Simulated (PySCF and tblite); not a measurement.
Values are calculated unless marked as measured or tabulated.
**Rotation: stationary points, barriers and rates**

System: 4-aminobenzonitrile, C7H6N2, numbered as in [N:1]#[C:2][c:3]1[cH:4][cH:5][c:6]([NH2:7])[cH:8][cH:9]1.

Motion: rotation about the C6–N7 bond (torsion C5–C6–N7–H from 17° to 197°, rising). Geometries: GFN2-xTB; energies: B3LYP/pcSseg-1 + D3(BJ); zero-point and thermal terms from GFN2-xTB harmonic modes (soft modes blended into free rotors). Rates follow Eyring's equation with the number of equivalent paths and no tunnelling. (PySCF 2.14 with density fitting, tblite 0.8.)

```json
{"point": "start", "symmetry": "Cs", "E(GFN2) kcal/mol": "0.0", "E(DFT) kcal/mol": "0.0", "ZPE change kcal/mol": "0.00", "lowest mode cm⁻¹": "94", "dipole D": "7.04"}
{"point": "saddle", "symmetry": "Cs", "E(GFN2) kcal/mol": "9.8", "E(DFT) kcal/mol": "7.7", "ZPE change kcal/mol": "-0.32", "lowest mode cm⁻¹": "366i", "dipole D": "4.98"}
{"point": "end", "symmetry": "Cs", "E(GFN2) kcal/mol": "0.0", "E(DFT) kcal/mol": "0.0", "ZPE change kcal/mol": "0.01", "lowest mode cm⁻¹": "94", "dipole D": "7.04"}
```

| Quantity | Value |
| --- | --- |
| Electronic barrier | 7.7 kcal/mol |
| Barrier with zero-point energy | 7.3 kcal/mol |
| ΔH‡ (298 K) | 7.0 kcal/mol |
| ΔS‡ (298 K, symmetry apart) | -1.6 cal/(mol K) |
| Paths | 2 equivalent paths |
| End point | the same structure with atoms interchanged, or its mirror image |
| Mean lifetime of the start against this motion at 298 K | 25 ns |
| Cost | 33 s on 1 thread of AMD EPYC 9R45 96-Core, shared host (rough), peak memory 0.86 GiB, launched as `OMP_NUM_THREADS=1 python ens_run.py task.json out` |

```json
{"T/K": "150", "ΔG‡ kcal/mol": "7.3", "k s⁻¹": "122"}
{"T/K": "200", "ΔG‡ kcal/mol": "7.4", "k s⁻¹": "7.3×10⁴"}
{"T/K": "250", "ΔG‡ kcal/mol": "7.4", "k s⁻¹": "3.4×10⁶"}
{"T/K": "298", "ΔG‡ kcal/mol": "7.5", "k s⁻¹": "4×10⁷"}
{"T/K": "350", "ΔG‡ kcal/mol": "7.6", "k s⁻¹": "2.7×10⁸"}
{"T/K": "400", "ΔG‡ kcal/mol": "7.7", "k s⁻¹": "1×10⁹"}
{"T/K": "500", "ΔG‡ kcal/mol": "8.0", "k s⁻¹": "7×10⁹"}
```

ΔG and ΔG‡ leave out symmetry numbers and mirror images; rates count paths: 2 out.
